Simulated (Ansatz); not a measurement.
Geometry optimisation, Ansatz 0.2.0, RHF/def2-SVP.

The input (input.yaml):

```yaml
crystal:
  periodic: [false, false, false]
  atoms:
    - { symbol: Ge, position_ang: [0.106525, 0.010009, 0.042549] }
    - { symbol: F, position_ang: [0.43202, 0.030591, 1.699799] }
    - { symbol: H, position_ang: [1.606289, -0.094536, -0.136859] }
    - { symbol: O, position_ang: [-0.677357, 1.432962, -0.540498] }
    - { symbol: H, position_ang: [-1.601177, 1.346488, -0.725701] }
    - { symbol: O, position_ang: [-0.956809, -1.307971, -0.336677] }
    - { symbol: H, position_ang: [-0.88069, -2.113943, 0.153286] }
basis:
  gaussian: { orbitals: def2-SVP }
hamiltonian:
  xc: hf
relax:
  f_tol: 0.03
  max_steps: 50
```

Launched with:

```bash
$ ansatz run input.yaml --threads 1 --pin off --max-ram 2048MiB --backend cpu --events-out ev --progress --plain --runs-dir out
```

Task: Where does it end, and by what steps?

Result: The forces met the threshold. After 7 steps the energy has fallen by 0.421 eV; F2 moved furthest, 0.33 Å.

```tsv
step	energy less start (eV)	largest force component (eV/Å)	accepted
0	0.0000	1.924	yes
1	-0.3718	0.484	yes
2	-0.4020	0.219	yes
3	-0.4108	0.108	yes
4	-0.4101	0.592	no
5	-0.4168	0.074	yes
6	-0.4198	0.156	yes
7	-0.4207	0.020	yes
```

```xyz
7
Properties=species:S:1:pos:R:3
Ge 0.162 -0.017 0.042
F 0.112 0.030 1.761
H 1.604 -0.058 -0.399
O -0.605 1.398 -0.593
H -1.549 1.444 -0.554
O -0.790 -1.412 -0.380
H -0.906 -2.080 0.280
```

Whether the end is a true minimum wasn't checked by a vibrational analysis.

Time of the run: 27 s on 1 thread of Arm Neoverse N1, on a shared host, peak memory 0.17 GiB.
